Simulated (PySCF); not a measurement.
Species: C7H11NSi.
Numbering: `[cH:1]1[cH:2][cH:3][n:4]([CH:5]2[CH2:6][SiH2:7][CH2:8]2)[cH:9]1` (hydrogens: H10 on C1; H11 on C2; H12 on C3; H13 on C5; H14, H15 on C6; H16, H17 on Si7; H18, H19 on C8; H20 on C9)

Cartesian coordinates in Å at the PBE0-D3(BJ)/def2-SVP level; atoms count from 1:
```xyz
20
C7H11NSi angstrom
C      2.8098    0.0930   -0.4416
C      2.6578   -0.3575    0.8974
C      1.3115   -0.3095    1.1927
N      0.6439    0.1502    0.0887
C     -0.7844    0.3455   -0.0154
C     -1.6807   -0.8991    0.2086
Si    -3.0131    0.3029    0.8310
C     -1.4290    1.3387    0.9842
C      1.5492    0.3973   -0.9089
H      3.7381    0.1849   -1.0021
H      3.4463   -0.6816    1.5740
H      0.7815   -0.5687    2.1068
H     -0.9611    0.7189   -1.0365
H     -1.2991   -1.4963    1.0527
H     -1.8107   -1.5616   -0.6576
H     -3.7751   -0.0378    2.0687
H     -3.9589    0.7726   -0.2252
H     -1.3607    2.4026    0.7210
H     -0.9980    1.1975    1.9889
H      1.2192    0.7718   -1.8760
```

Level of theory: TDDFT PBE0/def2-SVPD, vertical, gas phase, core orbitals frozen in the response in PySCF 2.14.0, density-fitted response routines.

Transition dipole moments from the ground state, in atomic units and in the frame of the coordinates above (overall signs are arbitrary), for the states with f of 0.002 or more among the lowest 8:

```json
{"state": "S1", "E (eV)": "5.569", "μx": "0.132", "μy": "-0.025", "μz": "0.029"}
{"state": "S3", "E (eV)": "6.049", "μx": "-0.028", "μy": "-0.235", "μz": "-0.085"}
{"state": "S4", "E (eV)": "6.088", "μx": "1.006", "μy": "-0.131", "μz": "0.051"}
{"state": "S5", "E (eV)": "6.240", "μx": "-0.457", "μy": "-0.230", "μz": "0.804"}
{"state": "S8", "E (eV)": "6.479", "μx": "-0.028", "μy": "-0.035", "μz": "0.108"}
```

Question: What oscillator strength does each state have?

Answer: f = (2/3) ΔE |μ|² with ΔE in hartree (27.2114 eV).

| state | \|μ\|² (au) | \|μ\| (D) | f |
| --- | --- | --- | --- |
| S1 | 0.019 | 0.35 | 0.003 |
| S3 | 0.063 | 0.64 | 0.009 |
| S4 | 1.033 | 2.58 | 0.154 |
| S5 | 0.909 | 2.42 | 0.139 |
| S8 | 0.014 | 0.30 | 0.002 |

Question: The point group is Cs. Which irreducible representation does each state belong to?

Answer: From a totally symmetric ground state, an allowed state transforms like the component of the dipole operator along its μ. Polarised normal to the mirror plane, so A″: S3. Polarised in the mirror plane, so A′: S1, S4, S5 and S8.

Question: Which bond between heavy atoms lies closest to the direction of the S4 transition dipole?

Answer: N4–C5, at 1° from it; next C2–C3 at 16°.

Question: What angle do the transition dipoles of S4 and S5 make?

Answer: |cos θ| = |μa·μb| / (|μa| |μb|) = 0.40, so θ ≈ 66° (taken between 0 and 90°, since the signs are arbitrary).

Question: How is the summed strength of these states shared among x, y and z?

Answer: (2/3) Σ ΔE μα² gives 0.186 for x, 0.019 for y and 0.102 for z, 0.307 in all.

Question: What peak molar absorption coefficient would the strongest computed level give as a lone Gaussian band 0.4 eV wide at half height?

Answer: ε(max) = 2.175×10⁸ f / FWHM, with the width in cm⁻¹. S4: 2.175×10⁸ × 0.1540 / 3226 ≈ 10000 L mol⁻¹ cm⁻¹.

The vertical ionisation energy (ΔSCF) is 7.92 eV, 1.44 eV above S8.

One conformer stands for the species.
